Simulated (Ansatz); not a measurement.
Geometry optimisation, RKS B3LYP-D4/def2-SVP in Ansatz.

input.yaml

```yaml
crystal:
  periodic: [false, false, false]
  atoms:
    - { symbol: Si, position_ang: [-0.184831, -0.126406, 0.077146] }
    - { symbol: Si, position_ang: [-0.105719, -0.04649, 2.336509] }
    - { symbol: H, position_ang: [-1.180823, -0.936502, 2.89001] }
    - { symbol: H, position_ang: [1.198251, -0.576378, 2.842486] }
    - { symbol: H, position_ang: [-0.327574, 1.313035, 2.909502] }
    - { symbol: O, position_ang: [1.305255, -0.098699, -0.665744] }
    - { symbol: H, position_ang: [1.874941, -0.862803, -0.513954] }
    - { symbol: H, position_ang: [-0.88698, 1.047853, -0.508728] }
    - { symbol: O, position_ang: [-0.914026, -1.572495, -0.34079] }
    - { symbol: H, position_ang: [-1.528371, -1.963694, 0.290675] }
    - { symbol: H, position_ang: [1.69396, 1.582987, 0.890627] }
    - { symbol: H, position_ang: [1.547917, 1.88369, 1.52606] }
basis:
  gaussian: { orbitals: def2-SVP }
hamiltonian:
  xc: b3lyp
  dispersion: d4
relax:
  f_tol: 0.03
  max_steps: 50
```

Run as:

```bash
$ ansatz run input.yaml --threads 2 --pin off --max-ram 3072MiB --backend cpu --events-out ev --progress --plain --runs-dir out
```

Q: Where does it end, and by what steps?

A: The run converged. The force dipped under the threshold on the way, but the program's further checks kept it going. After 14 steps the energy has fallen by 0.245 eV; H12 moved furthest, 1.09 Å.

```
step  energy less start (eV)  largest force component (eV/Å)  accepted
   0                  0.0000                           1.457       yes
   1                 -0.1703                           0.265       yes
   2                 -0.2028                           0.218       yes
   3                 -0.2146                           0.161       yes
   4                 -0.2237                           0.090       yes
   5                 -0.2212                           0.610        no
   6                 -0.2308                           0.054       yes
   7                 -0.2353                           0.175       yes
   8                 -0.2382                           0.253       yes
   9                 -0.2406                           0.144       yes
  10                 -0.2404                           0.237        no
  11                 -0.2429                           0.042       yes
  12                 -0.2438                           0.043       yes
  13                 -0.2444                           0.026       yes
  14                 -0.2446                           0.028       yes
```

```xyz
12
Properties=species:S:1:pos:R:3
Si -0.414 -0.235 0.058
Si -0.337 -0.123 2.417
H -1.562 -0.754 3.002
H 0.848 -0.885 2.919
H -0.249 1.283 2.910
O 1.035 0.208 -0.636
H 1.785 -0.382 -0.484
H -1.408 0.714 -0.512
O -0.717 -1.819 -0.387
H -1.306 -2.342 0.169
H 2.226 1.805 0.860
H 2.591 2.175 1.418
```

Whether the end is a true minimum wasn't checked by a vibrational analysis.

The run took 29 s on 2 threads of Arm Neoverse V2, with other jobs on the host, peak memory 0.22 GiB.
